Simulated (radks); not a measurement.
Question: These are the eigenvalues of the occupied orbitals of an atom or ion with whole-number occupations (hartree). Calculated with a radial shooting solver on a logarithmic mesh with Libxc functionals: scalar-relativistic Kohn-Sham, BLYP, spin-polarised, spherical densities, point nucleus.

orbital  eigenvalue
1s        -1021.221
2s        -153.8312
2p        -138.1957
3s        -30.06268
3p        -24.94347
3d        -16.99200
4s         -5.48070
4p         -3.95358
4d         -1.75507

Which element is it, and in what charge state? The configuration may be excited. Open shells, if any, are filled with parallel spins first.

Answer: Z = 49, indium, charge +3: In3+ in [Kr] 4d10. The list shows which subshells hold electrons but not how many an open one holds; the 1s level, -1021.2 hartree, gives Z - s = 45.2 by -(Z - s)^2/2, which with screening and relativity narrows Z to a few neighbours, and the depths of the outer levels then fix element, charge and occupations together.
